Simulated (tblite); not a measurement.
Species: C₄H₁₄OSi₃.
Geometry (GFN2-xTB, Å), atoms numbered from 1 in this order:
```xyz
22
C4H14OSi3 angstrom
C      3.365    0.240   -0.921
O      3.114   -0.762    0.012
Si     1.708   -1.123    0.760
C      0.180   -1.437   -0.381
C     -0.612   -0.111   -0.199
C     -2.119   -0.325   -0.122
Si    -3.126    1.284   -0.090
Si     0.282    0.612    1.362
H      4.427    0.211   -1.172
H      3.119    1.224   -0.513
H      2.780    0.083   -1.831
H      2.235   -2.264    1.500
H      0.384   -1.659   -1.430
H     -0.414   -2.271   -0.006
H     -0.409    0.533   -1.063
H     -2.439   -0.922   -0.983
H     -2.349   -0.923    0.764
H     -2.881    2.041   -1.322
H     -4.553    0.960   -0.004
H     -2.736    2.100    1.062
H      0.567    2.053    1.225
H     -0.532    0.478    2.578
```

All values are computed: GFN2-xTB (tblite) harmonic vibrations without scaling, gas phase. Against measured fundamentals such values can be off by several per cent, at times by over 20. Modes of hydrogen on silicon can be 10 to 20 % off. One conformer, not necessarily the lowest.

Harmonic wavenumbers (cm⁻¹): 30.0, 70.3, 77.9, 90.7, 102.5, 117.4, 154.5, 203.1, 260.7, 281.7, 314.7, 378.6, 411.2, 426.4, 502.7, 506.3, 517.0, 544.6, 610.1, 636.2, 667.5, 691.2, 730.2, 770.6, 778.6, 790.1, 794.5, 801.6, 813.9, 820.7, 987.7, 1058.0, 1087.1, 1114.1, 1134.4, 1138.6, 1153.3, 1204.0, 1251.2, 1261.4, 1321.1, 1417.9, 1483.9, 1488.8, 1489.7, 1496.7, 2141.8, 2189.0, 2235.5, 2241.0, 2252.4, 2266.1, 2902.3, 2919.0, 2935.4, 2951.4, 2953.2, 2962.6, 2983.4, 2989.0.

A = 2523, B = 536.6, C = 528.5 MHz; mass 162.035 u (most abundant isotopes); point group C1, symmetry number 1.

Task: Zero-point energy?

Result: ½Σν̃ = 35453 cm⁻¹ = 424.11 kJ/mol.

Task: Entropy at 273.15 K, 1 bar (ideal gas, RRHO, classical rotation)?

Result: Translation 170.49, rotation 126.46, vibration 163.21: S = 460.2 J/(mol K).

Task: And Cp and H(273.15 K) − H(0)?

Result: Cp = 195.76 J/(mol K), of which vibrations give 162.51 (their classical limit is 60 R = 498.9); H(273.15 K) − H(0) = 32.06 kJ/mol without the zero-point energy, 22.98 from vibrations.

Task: How do the functions run with temperature in this model?

Result: 
| T (K) | S (J/(mol K)) | Cp (J/(mol K)) | H − H(0) (kJ/mol) | G − H(0) (kJ/mol) | ln q(vib) |
| --- | --- | --- | --- | --- | --- |
| 100 | 320.6 | 98.5 | 6.61 | -25.45 | 2.91 |
| 200 | 405.8 | 154.6 | 19.23 | -61.93 | 6.78 |
| 300 | 479.2 | 210.0 | 37.51 | -106.24 | 10.50 |
| 500 | 608.2 | 296.7 | 88.75 | -215.33 | 17.66 |
| 800 | 766.9 | 377.9 | 191.01 | -422.49 | 27.50 |
| 1000 | 855.2 | 413.3 | 270.32 | -584.90 | 33.44 |

q(vib) and H(0) count from the zero-point level.

Task: Blend soft modes into free rotors: weight 1/[1 + (100 cm⁻¹/ν̃)⁴] for the oscillator and the rest for a rotor with moment μB/(μ + B), μ = h/(8π²ν), B = 10⁻⁴⁴ kg m². What vibrational entropy results?

Result: 148.05 J/(mol K) in place of 163.21, which changes −T·S at 273.15 K by +4.14 kJ/mol.

Task: What must be added to the electronic energy to get the Gibbs energy at 273.15 K and 1 bar?

Result: ZPE + [H(273.15 K) − H(0)] − T·S = 424.11 + 32.06 − 125.69 = 330.48 kJ/mol.

Hindered rotation and anharmonicity are outside this model. Other conformers, if any are populated, would add a mixing term that is left out. The structure is chiral; the term R ln 2 for an equal mix with its mirror image is left out.
